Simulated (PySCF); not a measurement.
Input of a run (PBE0-D3(BJ)/def2-SVP geometry optimisation, gas phase (PySCF 2.14.0)), started from GFN2-xTB:
```
{"job": {"xc": "PBE0", "basis": "def2-SVP", "d3": "d3bj", "grid": 1, "maxiter": 40, "kind": "geom"}, "charge": 0, "multiplicity": 4}
Cr    -0.000100    -0.000070     0.001120
F      1.709760    -0.025850     0.011940
F     -0.832260     1.493720    -0.016600
F     -0.877400    -1.467800     0.003540
```

Output (energies in Eh, forces in Eh/bohr):
```
step   0  E = -1343.23954982  max force = 0.002912
step   1  E = -1343.23958287  max force = 0.000110
step   2  E = -1343.23958465  max force = 0.000140
optimisation converged
```

Q: Summarise the run.

A: The energy falls by 0.02 kcal/mol over 3 energy and gradient evaluations, the largest force component goes from 0.0029 to 1.4e-04 Eh/bohr, and the atoms move by 0.004 Å rms after alignment. Among the bonds, Cr1–F2, Cr1–F3 and Cr1–F4 change most and about equally (-0.005 to -0.004 Å). Bonds longer at the end by more than 0.005 Å: 0 of 3; shorter: 0. The energy never rose by more than 1e-6 Eh on the way. The first step brought 95 % of the lowering.

Q: What are the final bond lengths?

A: Cr1–F2 1.705 Å, Cr1–F3 1.706 Å, Cr1–F4 1.706 Å. Numbering counts from 1 in the input's order; the species is `[F][Cr]([F])[F]` [quartet].

The run used 73 basis functions and 22 SCF cycles in all.

No PBE0-D3(BJ)/def2-SVP frequencies stand behind this structure, so it isn't proved a minimum. ⟨S²⟩ = 3.776 (exact for a quartet: 3.75).

Caution for open-shell metal species: one SCF solution and one stationary point were followed, and a lower state or a bent or distorted shape isn't ruled out.
